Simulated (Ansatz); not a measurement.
Two isomers of C2H4FNOSi: A = `F[SiH]1COC=N1`, B = `N[Si]1(F)C=CO1`.

Computed with Ansatz on PBE0-D4/def2-TZVP structures; ΔE is electronic, products minus reactants. CBS: MP2 limit from def2 TZ/QZ plus the TZ coupled-cluster correction, frozen cores. DFT in def2-TZVPP. B3LYP here is the variant with VWN-RPA as its local correlation; programs differ in this. One conformer a species, not always the lowest.

Task: Which is lower in electronic energy at CCSD(T)/CBS, and by how much? (Best estimate.)

Result: Ansatz gave: B, by 100.3 kJ/mol.

Task: Give E(B) − E(A) in kJ/mol with HF/def2-TZVPP, PBE-D4, CCSD/def2-TZVPP, B2PLYP, r2SCAN-D4, PBE0-D4, B3LYP-D4. (An estimate is asked.)

Result: The calculation gave: HF/def2-TZVPP -91.8, PBE-D4 -79.5, CCSD/def2-TZVPP -96.7, B2PLYP -91.6, r2SCAN-D4 -91.0, PBE0-D4 -88.3, B3LYP-D4 -85.6. None reverses the order clearly.

Largest T1 diagnostic: 0.015.

From PBE to PBE0 (25 % exact exchange), in def2-TZVPP and without D4, E(B) − E(A) moves by −8.5 kJ/mol.
